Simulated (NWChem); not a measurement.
# C2H3ClF2; SMILES C(F)(Cl)(F)C

Program: NWChem. Pople sets run with spherical d functions. All runs use the structure optimised with PBE0/def2-SVP. Computed dipoles belong to the equilibrium geometry; the measured one is vibrationally averaged.

Measured dipole moment: 2.14 D (NIST CCCBDB, as tabulated in the package chemicals).

### Question
Which of these levels lies farthest from the measured value, and how do the others fare: B3LYP/aug-cc-pVTZ; B3LYP/STO-3G; B3LYP/def2-TZVP; B3LYP/6-31G*; B3LYP/6-311++G**; B3LYP/6-31+G*; B3LYP/def2-SVPD; B3LYP/3-21G; B3LYP/def2-SVP?

### Answer
B3LYP/3-21G.
```
level              dipole moment (D)  computed − measured
-----------------  -----------------  -------------------
B3LYP/STO-3G                    2.30                +0.16
B3LYP/3-21G                     2.36                +0.22
B3LYP/6-31G*                    2.08                -0.06
B3LYP/6-31+G*                   2.26                +0.12
B3LYP/def2-SVP                  2.02                -0.12
B3LYP/def2-SVPD                 2.21                +0.07
B3LYP/def2-TZVP                 2.13                -0.01
B3LYP/6-311++G**                2.30                +0.16
B3LYP/aug-cc-pVTZ               2.17                +0.03
```
